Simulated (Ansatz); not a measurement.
A made-up structure of GaH3SO, closed shell:

```
atom    x (Å)    y (Å)    z (Å)
  O1   1.5214   1.2389   0.6388
 Ga2   0.0882   0.1220  -0.5799
  S3  -1.0084  -0.8884   0.4023
  H4  -1.9132  -1.5970  -0.3248
  H5   0.0167   0.1879  -2.1315
  H6   1.1660   0.8702   1.4627
```

It is relaxed with PBE-D4/def2-SVP and then PBE0-D4/def2-TZVP (Ansatz 0.2.0). Atoms count as bonded within 1.22 times the sum of their covalent radii (H–H: 0.88 Å). The end point is not checked to be a true minimum.

Problem. Does its bonding change? (Judge from chemistry; the calculation decides.)

Solution. Computed: No: no bond forms or breaks.

Where it ends: The first stage lowers the energy by 3.43 eV in 8 steps. It ends as GaH₃SO ([OH][GaH][SH]):
O1  (1.346, 1.108, 0.429)
Ga2  (0.156, 0.173, -0.509)
S3  (-1.222, -1.091, 0.656)
H4  (-1.862, -1.544, -0.435)
H5  (0.158, 0.302, -2.053)
H6  (1.295, 0.986, 1.379)
(Å)

Labels in which every atom is bracketed show which atoms are joined, not bond orders.

For scale, one of the runs: PBE0-D4/def2-TZVP relaxation, 134 basis functions, launched by `ansatz run in.yaml --threads 2 --pin off --events-out ev --progress --plain --max-ram 4352MiB`. The run took about 19 s on 2 CPU threads of an Intel Xeon Platinum 8259CL (shared host).
